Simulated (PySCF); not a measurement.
C$_{2}$H$_{6}$N (SMILES [CH2]CN), doublet, at a GFN2-xTB geometry. Base run: CAMB3LYP/aug-cc-pVDZ in PySCF.

Here is a job for PySCF.
```python
from pyscf import gto, scf, dft

mol = gto.Mole()
mol.atom = '''
    C     1.18853712   -0.42423795   -0.00475233
    C     0.11863727    0.59050040   -0.00356732
    N    -1.21229979   -0.05001142    0.00719856
    H     1.48344962   -0.89295660    0.91586697
    H     1.45611355   -0.91757714   -0.92112399
    H     0.15672993    1.21860401   -0.89696538
    H     0.16753083    1.22769330    0.88264099
    H    -1.30480657   -0.63928977    0.82914715
    H    -1.31596525   -0.64396854   -0.81003784
'''
mol.basis = 'aug-cc-pvdz'
mol.spin = 1
mol.verbose = 4
mol.build()

mf = dft.UKS(mol)
mf.xc = 'camb3lyp'
mf.kernel()
```

The base run was repeated with changes; each row names its change, and settings that it needs were set with it.

```
change                                                                                                                  ΔE vs base (mEh)  fitting functions  dipole (D)                outcome
----------------------------------------------------------------------------------------------------------------------  ----------------  -----------------  ----------  ---------------------
base                                                                                                                               0.000                  -        1.08              converged
auxbasis = autoaux                                                                                                                -0.016                711        1.08              converged
auxbasis = default (with mf = mf.density_fit())                                                                                   -0.053                450        1.08              converged
auxbasis = def2-tzvp-ri                                                                                                           -0.203                318        1.08              converged
auxbasis = def2-svp-ri                                                                                                            -5.772                228        1.07              converged
auxbasis = even-tempered beta=1.6                                                                                                 -0.001               1065        1.08              converged
auxbasis = even-tempered beta=2.0                                                                                                 -0.005                741        1.08              converged
auxbasis = def2-universal-jkfit                                                                                                   -0.058                335        1.08              converged
only_dfj = on; auxbasis = def2-universal-jfit                                                                                     -0.224                213        1.08              converged
exchange = seminumerical (SGX) (with mf = sgx.sgx_fit(mf, auxbasis='def2-universal-jfit'); with mf.with_df.dfj = True)                 -                  -           -  cut at the time limit
```

A fitting set is made for a task (jfit for Coulomb, jkfit for Coulomb and exchange, ri for correlation) and for a family of orbital bases.

Open shells are given as the SCF converged; they aren't shown to be the lowest states, and a large step between rows can be another state.
